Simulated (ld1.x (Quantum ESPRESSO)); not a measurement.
**Scattering properties, PAW potential for Co**

```json
{"Element": "Co", "Generator": "ld1.x (Quantum ESPRESSO) 7.5", "Type": "PAW", "Functional": "PBE", "Relativity": "scalar-relativistic", "Frozen core": "[Ne]", "Valence charge": "17", "Reference configuration": "3s2 3p6 3d7 4s2 4p0", "Partial waves": "3s (bound): rcut 1.05, rcutus 1.15 bohr; 4s (bound): rcut 1.05, rcutus 1.15 bohr; 3p (bound): rcut 1.20, rcutus 1.30 bohr; 4p (bound, empty): rcut 1.20, rcutus 1.30 bohr; 3d (bound): rcut 0.70, rcutus 0.90 bohr; 3d channel at 2.7 Ry: rcut 0.70, rcutus 0.90 bohr", "Local potential": "all-electron potential smoothed inside 1.10 bohr (lloc = -2)", "Core correction": "a·sin(br)/r model core, default radius (core density twice the valence density)", "Augmentation charge": "BESSEL, radius 0.80 bohr"}
```

The phase is arctan(r·u′/u) with u = r·R(r), unwrapped; energies in Ry, scanned from -10 to 5 Ry. A pole is an energy at which the radial function vanishes at the test radius. The pseudo phase is shifted by a multiple of π to meet the all-electron one at the reference energy, and phase errors are pseudo minus all-electron; the curves can meet again beyond the range given. Levels narrower than the energy grid can be missing from the lists of poles.

Problem. For each channel, where are the poles, and over which energies does the pseudopotential scatter like the atom?

Solution.

```
channel  radius (bohr)  reference energy (Ry)  poles, all-electron  poles, pseudo  unbroken range about the reference energy with phases within 0.05 rad  phase error 1 Ry above the reference energy (rad)
      s           1.40                  -0.40                -6.68          -6.68                                                              below 4.7                                             -0.000
      p           1.40                  -0.09                -3.73          -3.73                                                        the whole range                                             -0.000
      d           1.40                  -0.60                 0.95           0.95                                                        the whole range                                             +0.000
```

Phases in the d channel:

```csv
E (Ry),all-electron,pseudo
-10.00,1.343,1.343
-9.52,1.337,1.337
-9.04,1.330,1.330
-8.56,1.323,1.323
-8.08,1.315,1.315
-7.60,1.306,1.306
-7.12,1.296,1.296
-6.64,1.284,1.285
-6.16,1.272,1.272
-5.68,1.257,1.257
-5.20,1.239,1.239
-4.72,1.217,1.217
-4.24,1.190,1.190
-3.76,1.156,1.156
-3.28,1.109,1.109
-2.80,1.042,1.042
-2.32,0.935,0.935
-1.84,0.740,0.740
-1.36,0.325,0.325
-0.88,-0.448,-0.448
-0.40,-1.061,-1.061
0.08,-1.348,-1.348
0.56,-1.495,-1.495
1.04,-1.586,-1.586
1.52,-1.650,-1.650
2.00,-1.700,-1.700
2.48,-1.743,-1.743
2.96,-1.783,-1.783
3.44,-1.823,-1.823
3.92,-1.864,-1.864
4.40,-1.909,-1.909
4.88,-1.961,-1.961
```
